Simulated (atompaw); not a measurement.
**Cutoff test, promethium, PAW (atompaw)**

atompaw 4.2.0.5 input, output lines left out:

```
Pm 61
GGA-PBE scalarrelativistic loggrid 2001 logderivrange -11 5 401
6 6 5 4 0 0
6 1 0
5 2 0
4 3 5
0 0 0
c
c
c
c
v
v
c
c
c
v
v
c
v
v
v
3
2.85 2.80 2.70 2.75
n
n
n
y
0.15
n
custom polynom vanderbiltortho sinc
bessel
2.05
2.85
2.85
2.85
0.90
2.85
1.05
1.05
```

The pseudo-atom Hamiltonian at the reference potential is diagonalised in spherical Bessel functions j_l(qr) that vanish at 20 bohr, with q² up to the cutoff. All-electron valence levels (Ry): 5s -3.0776, 6s -0.2604, 5p -1.6664, 6p -0.0897, 4d -9.0226, 5d -0.1326, 4f -0.1583.

Task: How do the lowest levels (Ry) of each channel move with the cutoff, and are there ghosts?

Result:

```tsv
cutoff (Ry)	s #1	s #2	p #1	p #2	d #1	d #2	f #1	Σ f·Δε (mRy)
8	-3.0723	-0.2602	-1.6627	-0.0893	-0.1288	0.0456	0.0900	90212.3
25	-3.0776	-0.2604	-1.6664	-0.0896	-0.1326	0.0450	0.0900	90141.7
50	-3.0776	-0.2604	-1.6664	-0.0896	-6.6971	-0.1326	0.0899	24495.7
100	-3.0776	-0.2604	-1.6664	-0.0896	-8.9903	-0.1326	-0.1473	377.1
180	-3.0776	-0.2604	-1.6664	-0.0896	-9.0198	-0.1326	-0.1573	32.4
400	-3.0776	-0.2604	-1.6664	-0.0896	-9.0226	-0.1326	-0.1583	0.0
```

Result: no extra level below or beside the all-electron valence levels (s, p, d, f tested); 10 mRy is reached at 230 Ry and 1 mRy at over 300 Ry.
